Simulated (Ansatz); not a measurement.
Te(Br)(SeH) (BrHSeTe), SMILES [SeH][Te]Br.

Geometry optimised at PBE0-D3(BJ)/def2-SVP. This is a generated structure with no PubChem entry under its InChIKey; it may be hypothetical. The def2 effective core potentials stand for the cores of Te; spin–orbit coupling is left out. The values are those of a single conformer.

Two levels are set side by side: PBE/def2-SVPD (Ansatz, a quantum-chemistry and plane-wave program) and PBE0/def2-SVPD (Ansatz). Energy differences of separate SCF runs at the same geometry; the states with an electron removed or added have multiplicity 2 and 2. Differences are taken from unrounded values.

```tsv
quantity	PBE0
vertical ionisation energy (eV)	8.61
vertical electron affinity (eV)	1.21
vertical singlet–triplet gap (eV)	1.87
```

Q: What does PBE give, and how far is it from PBE0? (An estimate is asked for; the answer gives what the named calculation found.)

A: 
```tsv
quantity	PBE	PBE minus PBE0
vertical ionisation energy (eV)	8.37	-0.24
vertical electron affinity (eV)	1.14	-0.06
vertical singlet–triplet gap (eV)	1.82	-0.05
```
